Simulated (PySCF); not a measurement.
Delta-SCF ions had no search for a lower state. Excitations are Tamm–Dancoff values on a coarser integration grid. The basis has no diffuse functions, so Rydberg states are missing or too high.

C₃H₆S, SMILES `CC(C)=S` (charge 0, multiplicity 1)

These are ωB97X-D3(BJ)/def2-TZVP // PBE0-D3(BJ)/def2-TZVP run with PySCF values and carry that method's errors.

The HOMO comes out as -8.70 eV. The dipole moment comes out as 2.91 D. The LUMO is 0.29 eV and the HOMO–LUMO gap is 8.99 eV. The S1 excitation (TDA) is 2.67 eV and the S1 oscillator strength is 0.000. The brightest of the four lowest singlets (TDA) is 6.32 eV, the T1 excitation (TDA) is 2.21 eV and the S1–T1 gap (TDA) is 0.46 eV. The vertical ionisation energy (Delta-SCF) is 8.59 eV. The total energy comes out as -14047.60 eV and the cost is roughly 4 core-minutes.

Bonds (Å): C1–C2 1.493, C1–H5 1.096, C1–H6 1.087, C1–H7 1.096, C2–C3 1.493, C2–S4 1.619, C3–H8 1.096, C3–H9 1.087, C3–H10 1.096. Bond angles (°): C2–C1–H5 109.9, C2–C1–H6 111.7, C2–C1–H7 109.9, H5–C1–H6 109.5, H5–C1–H7 106.2, H6–C1–H7 109.5, C1–C2–C3 115.0, C1–C2–S4 122.5, C3–C2–S4 122.5, C2–C3–H8 109.9, C2–C3–H9 111.7, C2–C3–H10 109.9, H8–C3–H9 109.5, H8–C3–H10 106.2, H9–C3–H10 109.5.
